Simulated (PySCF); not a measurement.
Point groups of optimised structures. Method: PySCF 2.14.0, PBE0-D3(BJ)/def2-SVP geometry optimisation, gas phase. The symmetry is that of the one conformer found, every atom within 0.08 Å of its image; none is proved a minimum here.

**Question.** `[CH3:1][N:2]([CH3:3])[C:4]([CH3:5])([CH3:6])[CH3:7]` with H–C1–N2–C3 54° (nearest H), H–C3–N2–C1 -54° (nearest H): symmetry, top, dipole?

**Answer.** Cs; asymmetric top; symmetry number 1; 2 operations, which sort the 22 atoms into 13 sets; dipole 0.44 D, in the ac plane, which is the mirror.

**Question.** What symmetry has `[cH:1]1[cH:2][cH+:3][cH+:4]1` (charge +2)?

**Answer.** D2d; oblate symmetric top; symmetry number 4; 8 operations, which sort the 8 atoms into 2 sets; dipole about the centre of mass forbidden by symmetry (computed 0.00 D); heavy atoms equivalent by symmetry: C1/C2/C3/C4.

**Question.** What symmetry has potassium hydride, `[KH]`?

**Answer.** C∞v; linear; symmetry number 1; dipole 7.86 D, along the axis.

**Question.** `[CH2:1]=[CH:2][Si:3]([CH3:4])([CH3:5])[CH3:6]`: symmetry, top, dipole?

**Answer.** Cs; near-prolate asymmetric top; symmetry number 1; 2 operations, which sort the 18 atoms into 13 sets; dipole 0.18 D, in the ab plane, which is the mirror; heavy atoms equivalent by symmetry: C4/C5.

**Question.** What symmetry has `[B]N=[B]` [radical]?

**Answer.** D∞h; linear; symmetry number 2; dipole forbidden by symmetry (computed 0.03 D).

**Question.** What symmetry has `[CH:1]#[C:2][C:3](=[Se:4])[C:5]#[N:6]`?

**Answer.** Cs; asymmetric top; symmetry number 1; 2 operations, which sort the 7 atoms into 7 sets; dipole 3.48 D, in the ab plane, which is the mirror; heavy atoms equivalent by symmetry: none.
